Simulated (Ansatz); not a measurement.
Abridged output of a molecular run in Ansatz:

```
Functional definition: HF
1005 factors; integrals over basis functions are off by at most 4.6e-4 eV
mean field evaluation 1: about -72190.7554 eV, gradient 1.9e1 eV
mean field evaluation 2: about -72190.8057 eV, gradient 1.9e1 eV
mean field evaluation 4: about -72192.2155 eV, gradient 2.5e0 eV
mean field evaluation 8: about -72192.2401 eV, gradient 2.1e-1 eV
mean field -72192.24042483 eV, -2653.0159019544 hartree, gradient 2.6e-6 eV, S^2 0.000000; 0 other end points of the search recorded, 0 dependent functions left out
14 core orbitals not correlated: weight in the atoms' cores, before any rotation towards them, 1.000 or more for the frozen orbitals, at most 0.000 for the correlated occupied ones
reference -72192.24042483 eV, -2653.0159019544 hartree; 19, 19 occupied and 59, 59 virtual orbitals, 1005 factors
second order -13.32342203 eV of doubles, -0.00000000 eV of singles
cycle   1  -13.57653323 eV  change   -2.5e-1 eV  update   9.2e-2
cycle   2  -14.01658273 eV  change   -4.4e-1 eV  update   2.9e-2
cycle   3  -14.07818195 eV  change   -6.2e-2 eV  update   1.3e-2
cycle   4  -14.07232456 eV  change    5.9e-3 eV  update   3.4e-3
cycle   5  -14.07373411 eV  change   -1.4e-3 eV  update   1.4e-3
cycle   6  -14.07327646 eV  change    4.6e-4 eV  update   4.5e-4
cycle   7  -14.07319209 eV  change    8.4e-5 eV  update   1.5e-4
cycle   8  -14.07322908 eV  change   -3.7e-5 eV  update   4.9e-5
cycle   9  -14.07321858 eV  change    1.0e-5 eV  update   1.4e-5
perturbative correction -0.47455031 eV, -0.0174394022 hartree
Total energy: -72206.78819372 eV, -2653.5505226003 hartree
```

Its atoms:

Z-matrix (Å, degrees):
```
C
Sn 1 2.114
Se 1 2.002 2 74.7
H 1 1.084 2 118.0 3 -108.3
H 1 1.084 2 118.0 3 108.3
H 2 1.693 1 119.8 3 101.5
H 2 1.693 1 119.8 3 -101.5
```

(1) Which basis set was used?
A. cc-pV(Q+d)Z
B. def2-QZVPP
C. def2-SVP
D. def2-TZVPPD

(2) Write the keys of the input that set method, charge and spin (a neutral closed shell needs none for the last two).

Answers

(1) C. It gives 92 functions.

(2) 
```yaml
correlation: {method: ccsd_t}
```
